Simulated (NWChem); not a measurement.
Molecule: BH, singlet; SMILES [BH]

```xyz
2

B      0.0000     0.0000     0.2379
H      0.0000     0.0000    -1.0144
```
Atoms are numbered in this order, from 1.

Low-valent species are run as closed-shell singlets; no triplet was tried in these runs. All runs use the structure optimised with PBE0/def2-SVP.

 States above −ε(HOMO) = 6.5 eV lie in this functional's continuum and hang on the basis.

List the 4 lowest vertical singlet excitations from B3LYP/def2-SVPD, TDA (NWChem).


```
state  energy (eV)  oscillator strength  leading excitation (squared amplitude)
-----  -----------  -------------------  --------------------------------------
S1            2.87                0.039                      HOMO → LUMO (0.97)
S2            2.87                0.039                    HOMO → LUMO+1 (0.97)
S3            6.30                0.126                    HOMO → LUMO+2 (0.99)
S4            9.10                0.311                    HOMO → LUMO+3 (0.96)
```
